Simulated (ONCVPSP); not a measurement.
Configuration tests for sulfur (S) (ONCV)

* Element: S (Z = 16)
* Generator: ONCVPSP 4.0.1
* Type: optimised norm-conserving Vanderbilt (ONCV)
* Functional: PW91
* Relativity: scalar-relativistic
* Frozen core: [He]
* Valence charge: 14
* Reference configuration: 2s2 2p6 3s1.5 3p4.5
* Partial waves: 2s+3s: rc 0.95 bohr, ncon 4, nbas 8, qcut 13.2 1/bohr, 3 projectors, debl 0.8 Ha; 2p+3p: rc 0.85 bohr, ncon 4, nbas 7, qcut 18.9 1/bohr, 2 projectors
* Local potential: polynomial inside 0.70 bohr (lpopt 5, dvloc0 1 Ha)
* Core correction: Teter function, fcfact 4.5, rcfact 1.7

Energies are relative to the spin-unpolarised reference configuration 2s2 2p6 3s1.5 3p4.5; without spin polarisation the order of configurations can differ from experiment.

```tsv
valence configuration	charge	ΔE all-electron (eV)	error AE − PS (meV)
2s2 2p6 3s2 3p3	+1	6.680	+1.4
2s2 2p6 3s2 3p2	+2	29.025	+5.3
2s2 2p6 3s0 3p6	0	15.603	-1.8
```

Problem. What are ΔE and the potential's error for 2s2 2p6 3s2 3p4?

Solution. ΔE = -5.140 eV all-electron; the error (AE − PS) is +0.1 meV.

Levels in the configuration 2s2 2p6 3s2 3p2:

```
level  all-electron (eV)  pseudo (eV)
   2s           -237.541     -237.498
   2p           -182.535     -182.413
   3s            -39.462      -39.459
   3p            -28.049      -28.041
```
